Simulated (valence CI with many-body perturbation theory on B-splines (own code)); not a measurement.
# Hg67+: what the settings do

Computed by configuration interaction combined with many-body perturbation theory (CI+MBPT): three valence electrons over a frozen Dirac-Fock core [Ne], a basis of 6 s, 6 p, 5 d, 3 f, 1 g functions for each j, with the one-electron correlation potential Σ1, the two-electron term Σ2, the three-electron term Σ3, Breit, model QED; selected CI, second order for the rest, scaled by the run's own slope (own B-spline code, finite nucleus).

No measured spectrum was set against this ion. As an estimate, large intervals hold to a few tenths of a per cent, small ones and those within an open d or f shell to about a per cent.

The reference run has the lowest level (3s^2 3p1/2) J=1/2 and an ionisation energy of 8162.34 eV. Its largest variational space holds 2785 state functions.

Levels are named by their leading jj configuration (3d3/2^4 stands for four electrons in 3d with j = 3/2), which in mixed levels can hold well under half, so a name can repeat and another be missing. Letters in brackets count levels of one name in rising energy.

Changed runs:
A. QED terms on → off
B. correlating orbitals by l 3 3 3 2 1 → 4 4 3 4 2; core polarisation of operators on → off
C. orbitals per symmetry with explicit Σ2 and valence Breit (the others get mean screening factors) 5 → 4
D. Davidson iteration limit 60 → 1 (bad on purpose)

Excitation energies of the reference run in cm⁻¹, and shifts in cm⁻¹:

```tsv
Level	Reference	A	B	C	D
(3s 3p1/2^2) J=1/2	1537560	+49553	+14	+16	0
(3s^2 3p3/2) J=3/2	4265170	-3505	+15	-0.5	0
(3s 3p1/2 3p3/2) J=3/2 [a]	5526290	+45099	+75	+6.8	+1.0
(3s 3p1/2 3p3/2) J=5/2	5690950	+44969	+17	-41	+3.3
(3s 3p1/2 3p3/2) J=3/2 [b]	5869190	+37177	-3.4	-10	+0.7
(3s 3p1/2 3p3/2) J=1/2	5964880	+45721	+11	-10	+0.7
(3s^2 3d3/2) J=3/2	6358070	+15815	-137	-5.7	+1.1
(3s^2 3d5/2) J=5/2	7220950	+5041	-159	-2.7	+4.2
(3s 3p1/2 3d3/2) J=3/2 [a]	7356370	+69060	+12	+19	+2.6
(3s 3p1/2 3d3/2) J=3/2 [b]	7472050	+74649	-5.9	+7.9	+3.0
(3s 3p1/2 3d3/2) J=5/2	7565730	+55886	-97	-33	+5.6
(3s 3p1/2 3d3/2) J=1/2	7805640	+55822	-151	-12	+5.4
Ionisation energy (eV)	8162.34	+0.50	+0.0062	+0.00075	0
```

Run D: The Davidson iterations stopped at their limit.
